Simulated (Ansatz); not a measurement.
`N[SiH](F)[Si](N)(Cl)Cl` and `N[Si](Cl)(Cl)Cl` differ in one atom or group.

Ansatz, PBE0-D4/def2-TZVP geometries, multiplicity 1. Each molecule was computed in one conformer, which needn't be the lowest.

```
                               property  `N[SiH](F)[Si](N)(Cl)Cl`
      LUMO energy (PBE/def2-TZVPP) / eV                     -1.17
    HOMO–LUMO gap (PBE/def2-TZVPP) / eV                      5.39
HOMO–LUMO gap (ωB97M-V/def2-TZVPP) / eV                     11.55
     LUMO energy (PBE0/def2-TZVPP) / eV                     -0.34
  LUMO energy (ωB97M-V/def2-TZVPP) / eV                      1.47
    HOMO energy (B3LYP/def2-TZVPP) / eV                     -7.71
```

(1) What does the change do to each property? (Best estimate.)

Results:

(1) Computed: 
| property | `N[Si](Cl)(Cl)Cl` | shift |
| --- | --- | --- |
| LUMO energy (PBE/def2-TZVPP) / eV | -0.78 | 0.39 |
| HOMO–LUMO gap (PBE/def2-TZVPP) / eV | 6.08 | 0.69 |
| HOMO–LUMO gap (ωB97M-V/def2-TZVPP) / eV | 12.66 | 1.11 |
| LUMO energy (PBE0/def2-TZVPP) / eV | 0.23 | 0.57 |
| LUMO energy (ωB97M-V/def2-TZVPP) / eV | 1.98 | 0.51 |
| HOMO energy (B3LYP/def2-TZVPP) / eV | -8.07 | -0.36 |

With PBE0 the HOMO falls by 0.41 eV and the LUMO rises by 0.57 eV, so the gap widens by about 0.98 eV. PBE moves the HOMO by -0.30 eV and ωB97M-V by -0.60 eV.

B3LYP here is the variant with VWN-RPA as its local correlation; programs differ in this.
